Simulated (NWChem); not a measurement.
System: Si2N2H8; SMILES N[SiH](N)[SiH3]

Input file for NWChem:

```
start job
memory heap 200 mb stack 900 mb global 1100 mb
geometry units angstroms noautoz
  N      1.495616     1.125334    -0.219841
  Si    -0.036224     0.552545     0.382558
  N     -1.274607     1.508323    -0.389875
  Si    -0.046104    -1.763131    -0.103724
  H      1.739703     2.111447    -0.088278
  H      2.322532     0.530332    -0.130730
  H     -0.339850     0.730453     1.856675
  H     -2.176087     1.608935     0.082402
  H     -1.401320     1.436174    -1.402872
  H      1.168343    -2.485770     0.430356
  H     -1.264250    -2.421542     0.494908
  H     -0.090799    -1.998584    -1.593835
end
basis spherical
  N library 6-31g*
  Si library 6-31g*
  H library 6-31g*
end
dft
  xc xwpbe 0.80 cpbe96 1.0 hfexch 1.00
  cam 0.2 cam_alpha 0.2 cam_beta 0.8
  iterations 150
end
tddft
  cis
  nroots 6
  notriplet
end
task tddft energy
```

Coordinates come from a PBE-D3(BJ)/def2-SVP optimisation.

Vertical excitations in the gas phase.

Question: Give the results of this calculation. (LRC-wPBEh/6-31G* (spherical d), TDA.) Quantities: lowest excitation, singlet (eV); oscillator strength of that lowest state; lowest state with f > 0.02, singlet (eV); oscillator strength of that bright state; orbital gap (eV).

Answer: 
```yaml
lowest excitation, singlet (eV): 6.34
oscillator_strength_of_that_lowest_state: 0.038
lowest state with f > 0.02, singlet (eV): 6.34
oscillator_strength_of_that_bright_state: 0.038
orbital gap (eV): 10.80
```
